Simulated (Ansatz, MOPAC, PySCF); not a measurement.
Pair of molecules: CHN (SMILES C#N) (first 3 atoms) with H4OSi (SMILES O[SiH3]); geometry from B3LYP-D3(BJ)/def2-TZVP, rigid monomers moved along the line of their centres of mass till N2···H6 is 2.78 Å.
(charge 0, multiplicity 1):
```xyz
9

C      0.57627     1.53752    -0.61858
N      0.60171     1.15180     0.45781
H      0.55290     1.89771    -1.62295
O      0.52290    -0.21346     3.94528
Si    -0.67851    -1.25954     4.34290
H      0.54294     0.13848     3.04408
H     -2.02718    -0.65220     4.19360
H     -0.46740    -1.62844     5.75891
H     -0.65251    -2.49080     3.51023
```

Interaction energies are E(AB) − E(A) − E(B) at the monomers' geometry in the complex; basis-set methods are counterpoise corrected.

The state that AM1, PM3 reach isn't checked.

Codes used: Ansatz (Gaussian orbitals); MOPAC for AM1, PM3 (differences of heats of formation); PySCF for the dispersion terms. 

Q: One of these levels gives -3.44 kcal/mol for the interaction energy. Which one is it?
A. PBE-D3(BJ)/def2-TZVPPD
B. PM3
C. AM1

A: A, PBE-D3(BJ)/def2-TZVPPD. The others give -1.29 (AM1), -0.53 (PM3)

Ansatz is a program for electronic structure.
